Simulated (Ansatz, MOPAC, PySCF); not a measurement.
System: PbO, charge 0, multiplicity 1. SMILES: [Pb]=[O]
Geometry: optimised at B3LYP-D3(BJ)/def2-TZVP (Ansatz, a first-principles code).

Unscaled harmonic wavenumbers (cm⁻¹) in rising order, each level at the stationary point that it reaches from this structure (no distance between atoms moves by over 0.3 Å); the order of modes can differ between levels, and a negative number is imaginary. B3LYP-D3(BJ)/def2-TZVP (PySCF, at the structure above): 760.

AM1 (MOPAC): 759. Zero-point energy 1.1 against 1.1 kcal/mol; where all levels lie over 400 cm⁻¹, the wavenumbers are on average 0.998 times those of B3LYP-D3(BJ)/def2-TZVP.

PM3 (MOPAC): 915. Zero-point energy 1.3 against 1.1 kcal/mol; where all levels lie over 400 cm⁻¹, the wavenumbers are on average 1.203 times those of B3LYP-D3(BJ)/def2-TZVP.

HF/6-31G* with LANL2DZ past Ar (Ansatz): 850. Zero-point energy 1.2 against 1.1 kcal/mol; where all levels lie over 400 cm⁻¹, the wavenumbers are on average 1.118 times those of B3LYP-D3(BJ)/def2-TZVP.

B3LYP/6-31G* with LANL2DZ past Ar (Ansatz): 734. Zero-point energy 1.0 against 1.1 kcal/mol; where all levels lie over 400 cm⁻¹, the wavenumbers are on average 0.966 times those of B3LYP-D3(BJ)/def2-TZVP.
